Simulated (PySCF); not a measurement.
Two-component Hartree-Fock for Ag³⁺ (silver, charge +3)

Start: [Kr] 4d7 5s1; 4d3/2 filled at m_j = +1/2, +3/2; 4d5/2 filled at m_j = -3/2, -1/2, +1/2, +3/2, +5/2; 5s1/2 filled at m_j = +1/2. Calculated with PySCF 2.14 in x2c-SVPall-2c with one added diffuse shell each of s, p, d type (7s9p7d1f, 76 functions): generalised Hartree-Fock with the X2C-1e Hamiltonian and a Gaussian nucleus; one run each with spin-orbit coupling (SO) switched off, then screened by Boettger's factors. This is a chosen level, not necessarily the ground level.

```json
{"spinor shell": "1s1/2", "electrons": "2", "ε, spin-free (eV)": "-25690.3", "ε, screened SO (eV)": "-25688.4", "weight of nominal j (screened SO)": "1.000", "rms radius, screened SO (bohr)": "0.0357"}
{"spinor shell": "2s1/2", "electrons": "2", "ε, spin-free (eV)": "-3909.5", "ε, screened SO (eV)": "-3908.9", "weight of nominal j (screened SO)": "1.000", "rms radius, screened SO (bohr)": "0.146"}
{"spinor shell": "2p1/2", "electrons": "2", "ε, spin-free (eV)": "-3505.8", "ε, screened SO (eV)": "-3627.5", "weight of nominal j (screened SO)": "1.000", "rms radius, screened SO (bohr)": "0.127"}
{"spinor shell": "2p3/2", "electrons": "4", "ε, spin-free (eV)": "-3505.8", "ε, screened SO (eV)": "-3449.5", "weight of nominal j (screened SO)": "1.000", "rms radius, screened SO (bohr)": "0.131"}
{"spinor shell": "3s1/2", "electrons": "2", "ε, spin-free (eV)": "-793.15", "ε, screened SO (eV)": "-792.94", "weight of nominal j (screened SO)": "1.000", "rms radius, screened SO (bohr)": "0.392"}
{"spinor shell": "3p1/2", "electrons": "2", "ε, spin-free (eV)": "-657.02", "ε, screened SO (eV)": "-679.23", "weight of nominal j (screened SO)": "1.000", "rms radius, screened SO (bohr)": "0.387"}
{"spinor shell": "3p3/2", "electrons": "4", "ε, spin-free (eV)": "-657.02", "ε, screened SO (eV)": "-646.58", "weight of nominal j (screened SO)": "1.000", "rms radius, screened SO (bohr)": "0.398"}
{"spinor shell": "3d3/2", "electrons": "4", "ε, spin-free (eV)": "-442.57", "ε, screened SO (eV)": "-446.64", "weight of nominal j (screened SO)": "0.991", "rms radius, screened SO (bohr)": "0.374"}
{"spinor shell": "3d5/2", "electrons": "6", "ε, spin-free (eV)": "-442.57", "ε, screened SO (eV)": "-439.60", "weight of nominal j (screened SO)": "0.994", "rms radius, screened SO (bohr)": "0.377"}
{"spinor shell": "4s1/2", "electrons": "2", "ε, spin-free (eV)": "-162.21", "ε, screened SO (eV)": "-162.13", "weight of nominal j (screened SO)": "1.000", "rms radius, screened SO (bohr)": "0.974"}
{"spinor shell": "4p1/2", "electrons": "2", "ε, spin-free (eV)": "-119.39", "ε, screened SO (eV)": "-125.74", "weight of nominal j (screened SO)": "0.856", "rms radius, screened SO (bohr)": "1.04"}
{"spinor shell": "4d5/2", "electrons": "5", "ε, spin-free (eV)": "-58.966", "ε, screened SO (eV)": "-59.879", "weight of nominal j (screened SO)": "0.523", "rms radius, screened SO (bohr)": "1.30"}
{"spinor shell": "4d3/2", "electrons": "2", "ε, spin-free (eV)": "-58.966", "ε, screened SO (eV)": "-56.742", "weight of nominal j (screened SO)": "0.605", "rms radius, screened SO (bohr)": "1.30"}
{"spinor shell": "5s1/2", "electrons": "1", "ε, spin-free (eV)": "-34.908", "ε, screened SO (eV)": "-34.900", "weight of nominal j (screened SO)": "1.000", "rms radius, screened SO (bohr)": "3.08"}
```

Q: Where does 4p3/2 lie, and what is the 4p spin-orbit splitting (screened SO)?

A: At -116.26 eV, 9.479 eV above 4p1/2.

```json
{"quantity": "E (hartree)", "spin-free": "-5309.16792", "screened SO": "-5310.14131"}
{"quantity": "M_J", "spin-free": "5", "screened SO": "5"}
{"quantity": "⟨J²⟩", "spin-free": "30.005", "screened SO": "30.006"}
{"quantity": "⟨L²⟩", "spin-free": "12.005", "screened SO": "12.232"}
{"quantity": "⟨S²⟩", "spin-free": "6.001", "screened SO": "5.907"}
```

Each row is a mean over spinors that exchange with the open shell spreads, by up to 10.614 eV (4p3/2).

Rows whose weight is well below 1 are mixtures of j = l ± 1/2: exchange outweighs spin-orbit coupling there, and the label is only the starting occupation.

Breit and QED terms are absent; they matter most for the inner s and p1/2 levels.

Densities and radii are taken from the X2C orbitals without a picture-change correction, which distorts them close to the nucleus.

Without spin-orbit coupling the j labels of p, d and f shells carry no meaning; the spin-free column gives the mean over the occupied spinors of each nl shell.
